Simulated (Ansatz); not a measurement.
System: In2O, net charge 1, doublet state. SMILES of the parent species: [In][O][In]
Structure (B3LYP-D3(BJ)/def2-TZVP (Ansatz, a program for electronic structure) minimum search):
```
O
In 1 2.0194
In 1 2.0194 2 180.00
```
Charge +1, spin multiplicity 2.

Parts of the frozen-core correlation energy in def2-SVPD (Ansatz, hartree). Frozen orbitals: 19; correlated occupied orbitals by spin: 6 and 5; virtual: 62 and 63. Open shells are spin-unrestricted. No spin-orbit coupling. Past Kr the def2 sets carry scalar-relativistic core potentials.

| term | value |
|---|---|
| reference (HF) | -453.05132 |
| MP2 opposite-spin | … |
| MP2 same-spin | -0.06619 |
| CCSD correlation | … |
| (T) | … |
| T1 diagnostic | 0.046 |
| largest doubles amplitude | 0.061 |
| <S^2> of the reference | 0.839 |

Task: Fill in the missing entries.

Result: 
- MP2 opposite-spin, value: -0.18698
- CCSD correlation, value: -0.27590
- (T), value: -0.01125
